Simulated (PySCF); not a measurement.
wavenumber (cm⁻¹), absorption (km/mol per cm⁻¹) and a bar:
```
        0      0.068 #
       18      0.125 ###
       36      0.296 #######
       54      1.034 ########################
       72      1.265 #############################
       90      0.352 ########
      108      0.143 ###
      126      0.077 ##
      143      0.051 #
      161      0.039 #
      179      0.036 #
      197      0.041 #
      215      0.069 ##
      233      0.198 ####
      251      0.341 ########
      269      0.101 ##
      287      0.041 #
      305      0.023 
      323      0.016 
      341      0.012 
      359      0.009 
      377      0.008 
      395      0.006 
      412      0.006 
      430      0.005 
      448      0.005 
      466      0.004 
      484      0.004 
      502      0.004 
      520      0.004 
      538      0.004 
      556      0.004 
      574      0.004 
      592      0.004 
      610      0.004 
      628      0.005 
      646      0.005 
      663      0.006 
      681      0.006 
      699      0.007 
      717      0.008 
      735      0.010 
      753      0.012 
      771      0.014 
      789      0.019 
      807      0.026 
      825      0.037 #
      843      0.058 #
      861      0.106 ##
      879      0.243 #####
      897      0.819 ###################
      915      1.309 ##############################
      932      0.363 ########
      950      0.139 ###
      968      0.071 ##
      986      0.043 #
     1004      0.029 #
     1022      0.021 
     1040      0.016 
     1058      0.012
```

This is the computed harmonic infrared spectrum of sextet FeOI, Lorentzian lines of 26 cm⁻¹ full width. Method: UPBE0 in PySCF with Fe def2-SVP, O def2-SVP, I def2-SVP with ECP28; scalar-relativistic core potentials, no spin–orbit coupling; density-fitted integrals.

Q: Which bands make it up, and how are they assigned?

A: In C∞v symmetry, counting bands above 1 % of the strongest: 64 cm⁻¹ (π, bend, 69 km/mol); 246 cm⁻¹ (σ+, stretch, 15 km/mol); 909 cm⁻¹ (σ+, stretch, 63 km/mol).

Other isomers or separated fragments may lie lower. With open d or f shells other occupations or spin states may lie lower. No spin–orbit coupling is included, which matters more the heavier the element.
